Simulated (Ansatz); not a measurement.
Basis-set extrapolation for FH₇N₂OSi₂, SMILES `N[SiH2]O[SiH](N)F` (PBE0-D4/def2-TZVP geometry, frozen core, the Gaussian-basis code of Ansatz). Multiplicity 1, RHF reference.

```json
{"": "HF", "def2-TZVPP": "-865.554957", "def2-QZVPP": "-865.588896"}
{"": "MP2 correlation", "def2-TZVPP": "-1.151242", "def2-QZVPP": "-1.245651"}
{"": "CCSD(T) correlation", "def2-TZVPP": "-1.230592", "def2-QZVPP": "not run"}
```

Energies in hartree. Use E(X) = E(∞) + A·exp(−7.88·√X) for Hartree–Fock and E(X) = E(∞) + B·X^(−2.97) for correlation, with X = 3 and 4, and add CCSD(T) minus MP2 of the smaller set to the MP2 limit.

Q: What is the CCSD(T) energy at the basis-set limit?

A: HF limit: -865.588896 + (-0.033939) × 0.13774 = -865.59357. MP2 limit: -1.245651 + (-0.094409) × 0.74074 = -1.31558. Higher-order term: -1.230592 − (-1.151242) = -0.07935. Total: -866.98850 hartree, 5.52 eV below CCSD(T)/def2-TZVPP.
